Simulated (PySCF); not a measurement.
## Correlation energy of Hf (hafnium, neutral)

[Xe] 4f14 5d4, high-spin 5D determinant (an excited configuration). All numbers are calculated (PySCF 2.14, scalar relativity through the core potential, in aug-cc-pVDZ-PP with ECP60MDF). Frozen: 5s2 5p6; 4 electrons correlated.

| level | correlation energy (mhartree) |
| --- | --- |
| CCSD | -42.53 |
| (T) | -1.88 |
| CCSD(T) | -44.41 |

Diagnostics: T1 = 0.019, D1 = 0.0286, largest double amplitude 0.059.

Task: Is a single reference adequate?

Result: Yes, within this model without spin-orbit coupling: T1 lies below 0.03 and no double amplitude reaches 0.07.
